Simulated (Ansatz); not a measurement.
Total energies of `[NH2][InH][AlH][OH]`.

```tsv
atom	x (Å)	y (Å)	z (Å)
N1	-1.122	-2.092	0.507
In2	0.528	-0.934	0.381
Al3	0.118	1.543	-0.482
O4	1.510	2.518	-0.581
H5	-2.053	-1.794	0.269
H6	-1.119	-3.050	0.817
H7	1.926	-1.817	0.877
H8	-1.272	2.198	-0.909
H9	1.483	3.427	-0.879
```

Charge 0, multiplicity 1. Correlated methods include outer-core shells of In, which these sets cover unevenly. In takes the def2 core potential. Geometry: relaxed with PBE0-D4/def2-TZVP. It is one conformer, not always the lowest. Basis def2-TZVPP, Ansatz.

RPA on PBE orbitals: Hartree–Fock energy of these orbitals -563.41310 Eh, correlation -1.29318 Eh (frozen core).

| functional | energy without D4 (Eh) | D4 term (kJ/mol) |
| --- | --- | --- |
| PBE0 | -565.40788 | -12.6 |
| CAM-B3LYP | -565.60795 | -13.2 |

(1) Give the same for LDA (SPW92), PBE, revPBE, BLYP, r2SCAN, B97M-V, B3LYP, r2SCANh, r2SCAN0, HSE06 (plane-wave form), BHLYP, LC-ωPBE, ωB97X-V, ωB97M-V, B2PLYP, PBE-QIDH. (Estimate.)

B3LYP takes the VWN-RPA correlation (the form of Gaussian; ORCA's B3LYP/G). HSE06 is the plane-wave form, built on full-range PBE exchange. The double hybrids freeze the cores in their second-order part.

## Answers

(1) Ansatz gave: 
```
             functional  energy without D4 (Eh)  D4 term (kJ/mol)
            LDA (SPW92)              -563.28528                 –
                    PBE              -565.38366             -14.7
                 revPBE              -565.62491             -36.5
                   BLYP              -565.59892             -30.8
                 r2SCAN              -565.64591              -3.5
                 B97M-V              -565.58437                 –
                  B3LYP              -565.76836             -23.9
                r2SCANh              -565.62158              -3.8
                r2SCAN0              -565.58650              -4.3
HSE06 (plane-wave form)              -565.39379             -12.0
                  BHLYP              -565.52122             -21.9
                LC-ωPBE              -565.54127                 –
                ωB97X-V              -565.56524                 –
                ωB97M-V              -565.55081                 –
                 B2PLYP              -565.24829                 –
               PBE-QIDH              -565.09831                 –
```

LC-ωPBE has ω = 0.4 bohr⁻¹.
